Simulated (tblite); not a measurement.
Parent: `[CH3:1][O:2][c:3]1[n:4][cH:5][cH:6][p:7][c:8]1[CH3:9]` with C1–O2–C3–N4 0°, C6H8NOP.

Computed geometry: GFN2-xTB, gas phase. One conformer each, not checked by frequencies here.

```json
{"coordinate of the parent": "C1–O2", "value": "1.413 Å"}
{"coordinate of the parent": "O2–C3", "value": "1.349 Å"}
{"coordinate of the parent": "C3–N4", "value": "1.321 Å"}
{"coordinate of the parent": "N4–C5", "value": "1.324 Å"}
{"coordinate of the parent": "C5–C6", "value": "1.374 Å"}
{"coordinate of the parent": "C6–P7", "value": "1.739 Å"}
{"coordinate of the parent": "P7–C8", "value": "1.733 Å"}
{"coordinate of the parent": "C8–C9", "value": "1.499 Å"}
{"coordinate of the parent": "C3–C8", "value": "1.403 Å"}
{"coordinate of the parent": "C1–O2–C3", "value": "116.3°"}
{"coordinate of the parent": "O2–C3–N4", "value": "117.3°"}
{"coordinate of the parent": "O2–C3–C8", "value": "115.7°"}
{"coordinate of the parent": "N4–C3–C8", "value": "127.0°"}
{"coordinate of the parent": "C3–N4–C5", "value": "121.1°"}
{"coordinate of the parent": "N4–C5–C6", "value": "126.5°"}
{"coordinate of the parent": "C5–C6–P7", "value": "123.4°"}
{"coordinate of the parent": "C6–P7–C8", "value": "99.9°"}
{"coordinate of the parent": "P7–C8–C9", "value": "119.4°"}
{"coordinate of the parent": "C3–C8–P7", "value": "122.1°"}
{"coordinate of the parent": "C3–C8–C9", "value": "118.6°"}
```

Q: How does the shared frame change in `[CH3:1][C:2](=[O:3])[c:4]1[n:5][cH:6][cH:7][p:8][c:9]1[CH3:10]` with C1–C2–C4–N5 0°, C7H8NOP? Atoms pair as C3 = C4, N4 = N5, C5 = C6, C6 = C7, P7 = P8, C8 = C9, C9 = C10 (parent first).

A: 
```csv
parent,relative,value in the relative,change
C3–N4,C4–N5,1.334 Å,+0.013
N4–C5,N5–C6,1.312 Å,-0.012
C5–C6,C6–C7,1.384 Å,+0.010
C6–P7,C7–P8,1.728 Å,-0.011
P7–C8,P8–C9,1.757 Å,+0.024
C8–C9,C9–C10,1.495 Å,-0.004
C3–C8,C4–C9,1.396 Å,-0.007
N4–C3–C8,N5–C4–C9,125.6°,-1.4
C3–N4–C5,C4–N5–C6,122.4°,+1.3
N4–C5–C6,N5–C6–C7,126.5°,0.0
C5–C6–P7,C6–C7–P8,123.2°,-0.2
C6–P7–C8,C7–P8–C9,100.0°,+0.1
P7–C8–C9,P8–C9–C10,115.2°,-4.2
C3–C8–P7,C4–C9–P8,122.3°,+0.2
C3–C8–C9,C4–C9–C10,122.5°,+3.9
```

Of the parent's bonds, P7–C8 changes most (+0.024 Å). Bonds of the relative outside the shared frame: C1–C2 1.503, C2=O3 1.210, C2–C4 1.500 Å. Point group Cs → Cs.

Q: How does the shared frame change in `[CH2:1]=[CH:2][c:3]1[p:4][cH:5][cH:6][n:7][c:8]1[O:9][CH3:10]` with C1–C2–C3–P4 0°, N7–C8–O9–C10 0°, C7H8NOP? Atoms pair as C1 = C10, O2 = O9, C3 = C8, N4 = N7, C5 = C6, C6 = C5, P7 = P4, C8 = C3, C9 = C2 (parent first).

A: 
```
  parent   relative  value in the relative  change
   C1–O2     C10–O9                1.413 Å   0.000
   O2–C3      O9–C8                1.348 Å  -0.001
   C3–N4      C8–N7                1.320 Å  -0.001
   N4–C5      N7–C6                1.323 Å  -0.001
   C5–C6      C6–C5                1.374 Å   0.000
   C6–P7      C5–P4                1.736 Å  -0.003
   P7–C8      P4–C3                1.746 Å  +0.013
   C8–C9      C3–C2                1.455 Å  -0.044
   C3–C8      C8–C3                1.412 Å  +0.009
C1–O2–C3  C10–O9–C8                 116.6°    +0.3
O2–C3–N4   O9–C8–N7                 116.5°    -0.8
O2–C3–C8   O9–C8–C3                 116.4°    +0.7
N4–C3–C8   N7–C8–C3                 127.1°    +0.1
C3–N4–C5   C8–N7–C6                 121.6°    +0.5
N4–C5–C6   N7–C6–C5                 126.3°    -0.2
C5–C6–P7   C6–C5–P4                 123.7°    +0.3
C6–P7–C8   C5–P4–C3                 100.1°    +0.2
P7–C8–C9   P4–C3–C2                 120.0°    +0.6
C3–C8–P7   C8–C3–P4                 121.2°    -0.9
C3–C8–C9   C8–C3–C2                 118.7°    +0.1
```

Of the parent's bonds, C8–C9 changes most (-0.044 Å). Bonds of the relative outside the shared frame: C1=C2 1.329 Å. Point group Cs → Cs.

Q: How does the shared frame change in `[CH3:1][O:2][c:3]1[n:4][cH:5][cH:6][p:7][c:8]1[CH:9]=[O:10]` with C1–O2–C3–N4 0°, P7–C8–C9–O10 0°, C6H6NO2P? Atoms pair as C1 = C1, O2 = O2, C3 = C3, N4 = N4, C5 = C5, C6 = C6, P7 = P7, C8 = C8, C9 = C9 (parent first).

A: 
| parent | relative | value in the relative | change |
| --- | --- | --- | --- |
| C1–O2 | C1–O2 | 1.417 Å | +0.004 |
| O2–C3 | O2–C3 | 1.339 Å | -0.010 |
| C3–N4 | C3–N4 | 1.322 Å | +0.001 |
| N4–C5 | N4–C5 | 1.324 Å | 0.000 |
| C5–C6 | C5–C6 | 1.377 Å | +0.003 |
| C6–P7 | C6–P7 | 1.739 Å | 0.000 |
| P7–C8 | P7–C8 | 1.749 Å | +0.016 |
| C8–C9 | C8–C9 | 1.456 Å | -0.043 |
| C3–C8 | C3–C8 | 1.409 Å | +0.006 |
| C1–O2–C3 | C1–O2–C3 | 116.7° | +0.4 |
| O2–C3–N4 | O2–C3–N4 | 117.5° | +0.2 |
| O2–C3–C8 | O2–C3–C8 | 116.9° | +1.2 |
| N4–C3–C8 | N4–C3–C8 | 125.6° | -1.4 |
| C3–N4–C5 | C3–N4–C5 | 121.2° | +0.1 |
| N4–C5–C6 | N4–C5–C6 | 127.1° | +0.6 |
| C5–C6–P7 | C5–C6–P7 | 124.1° | +0.7 |
| C6–P7–C8 | C6–P7–C8 | 98.3° | -1.6 |
| P7–C8–C9 | P7–C8–C9 | 113.7° | -5.7 |
| C3–C8–P7 | C3–C8–P7 | 123.8° | +1.7 |
| C3–C8–C9 | C3–C8–C9 | 122.6° | +4.0 |

Of the parent's bonds, C8–C9 changes most (-0.043 Å). Bonds of the relative outside the shared frame: C9=O10 1.209 Å. Point group Cs → Cs.
